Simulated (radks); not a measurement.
The numbers below are computed, except where a source is named.
Excited configurations of the ytterbium ion Yb+: one electron is placed in a higher orbital outside [Xe] 4f14. The ground configuration is [Xe] 4f14 6s1. Code: a radial shooting solver on a logarithmic mesh with Libxc functionals. Model: Dirac Kohn-Sham, PBE, spin-unpolarised, spherical densities, finite nucleus; open shells fill j = l - 1/2 first; Fermi nuclear charge, rms radius 5.3108 fm. Excitation = E - E(ground); binding = E(ion) - E, where the ion is the core of charge +2; n* = 2/sqrt(2 binding) in atomic units, and the quantum defect is n - n*.

| outer orbital | excitation (eV) | binding (eV) | n* | <r> (bohr) |
|---|---|---|---|---|
| 5d3/2 | 2.783 | 9.463 | 2.398 | 2.943 |
| 5f5/2 | 8.756 | 3.490 | 3.949 | 8.742 |
| 6p1/2 | 3.449 | 8.797 | 2.487 | 4.414 |
| 6d3/2 | 7.505 | 4.741 | 3.388 | 7.445 |
| 6f5/2 | 9.896 | 2.350 | 4.813 | 14.92 |
| 7s1/2 | 6.512 | 5.734 | 3.081 | 7.403 |
| 7p1/2 | 7.629 | 4.617 | 3.433 | 8.770 |
| 7d3/2 | 9.327 | 2.919 | 4.318 | 13.10 |
| 7f5/2 | 10.569 | 1.677 | 5.697 | 22.45 |

The Delta-SCF ionisation energy is 12.246 eV (NIST Atomic Spectra Database: 12.179 eV, measured). Self-interaction in the functional shifts the binding energies and quantum defects, so they are the method's values and not measured ones. Spin polarisation and multiplet splitting are left out, so open shells lie too high by an amount that depends on their filling.

Beside tabulated values, note that spin-unpolarised runs miss the spin-polarisation part of the exchange energy of open shells.
